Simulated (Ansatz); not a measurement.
`C[O][AlH][CH2]F` and `C[O][AlH][F]` differ in one atom or group.

Ansatz, PBE0-D4/def2-TZVP geometries, multiplicity 1. Each molecule was computed in one conformer, which needn't be the lowest.

```
                                          property  `C[O][AlH][CH2]F`
size of the dipole moment (ωB97M-V/def2-TZVPP) / D               0.70
  size of the dipole moment (B3LYP/def2-TZVPP) / D               0.70
             HOMO–LUMO gap (B3LYP/def2-TZVPP) / eV               6.44
               LUMO energy (B3LYP/def2-TZVPP) / eV              -0.96
               HOMO–LUMO gap (PBE/def2-TZVPP) / eV               4.66
    size of the dipole moment (PBE/def2-TZVPP) / D               0.58
```

Question: Give the same properties after the change, and the shifts. (Estimate.)

Answer: Ansatz gave: 
```json
{"property": "size of the dipole moment (ωB97M-V/def2-TZVPP) / D", "`C[O][AlH][F]`": "1.12", "shift": "0.42"}
{"property": "size of the dipole moment (B3LYP/def2-TZVPP) / D", "`C[O][AlH][F]`": "1.15", "shift": "0.45"}
{"property": "HOMO–LUMO gap (B3LYP/def2-TZVPP) / eV", "`C[O][AlH][F]`": "7.56", "shift": "1.12"}
{"property": "LUMO energy (B3LYP/def2-TZVPP) / eV", "`C[O][AlH][F]`": "-0.67", "shift": "0.29"}
{"property": "HOMO–LUMO gap (PBE/def2-TZVPP) / eV", "`C[O][AlH][F]`": "5.75", "shift": "1.09"}
{"property": "size of the dipole moment (PBE/def2-TZVPP) / D", "`C[O][AlH][F]`": "1.14", "shift": "0.56"}
```

With PBE0 the HOMO falls by 0.86 eV and the LUMO rises by 0.31 eV, so the gap widens by about 1.17 eV. PBE moves the HOMO by -0.79 eV and ωB97M-V by -1.00 eV. Dipoles are sizes alone; their direction can turn.

B3LYP here is the variant with VWN-RPA as its local correlation; programs differ in this.
